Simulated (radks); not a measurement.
Values are calculated unless marked as measured or tabulated.
Mg2+, 10 electrons, occupied as [Ne]. Level of theory: non-relativistic Kohn-Sham, SCAN, spin-polarised, spherical densities, point nucleus; meta-GGA in the generalised Kohn-Sham scheme (a radial shooting solver on a logarithmic mesh with Libxc functionals).

Local quantities along the radius. ELF = 1/(1 + alpha^2) is the electron localisation function; alpha = (tau - tau_W)/tau_unif compares the Pauli kinetic energy density with that of the uniform gas (summed over spins).

```
   r/bohr * ELF (the largest magnitude, 1, reaches the edge; | marks zero)
 0.005656 |                                                      *
 0.006963 |                                                      *
 0.008505 |                                                      *
  0.01047 |                                                      *
  0.01279 |                                                      *
  0.01562 |                                                      *
  0.01923 |                                                      *
  0.02349 |                                                      *
  0.02892 |                                                      *
  0.03533 |                                                      *
  0.04349 |                                                      *
  0.05312 |                                                      *
  0.06541 |                                                      *
  0.07989 |                                                      *
  0.09836 |                                                     *
   0.1201 |                                                 *
   0.1479 |                                      *
   0.1807 |                   *
   0.2207 |          *
   0.2717 |           *
   0.3318 |                       *
   0.4086 |                                      *
    0.499 |                                            *
   0.6144 |                                               *
   0.7504 |                                              *
   0.9239 |                                            *
    1.128 |                                      *
    1.389 |                        *
    1.697 |         *
    2.089 | *
    2.552 *
```

On this mesh the ELF has minima near r = 0.24 bohr, which separate the shells, and maxima near 0.68 (0.87).
